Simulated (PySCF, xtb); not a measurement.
C5H7F, SMILES C/C=C/C=C\F. The values are those of a single conformer.

Harmonic wavenumbers (cm⁻¹) from GFN2-xTB in xtb at its own minimum, in rising order: 101, 133, 173, 198, 292, 454, 465, 661, 732, 797, 874, 955, 1004, 1013, 1032, 1124, 1149, 1203, 1258, 1289, 1334, 1401, 1472, 1480, 1674, 1688, 2991, 3008, 3042, 3053, 3073, 3083, 3096.

What does PBE-D3(BJ)/def2-SVP run with PySCF give at its own minimum? (The exact figures need the calculation; the answer reports its results.)

122, 132, 198, 214, 296, 458, 480, 693, 742, 812, 886, 908, 976, 1006, 1012, 1089, 1154, 1206, 1251, 1271, 1341, 1373, 1396, 1409, 1649, 1690, 2950, 3012, 3054, 3069, 3086, 3108, 3134. Paired by order, the mean absolute difference is 21 cm⁻¹ and the zero-point energies are 64.8 and 64.6 kcal/mol.
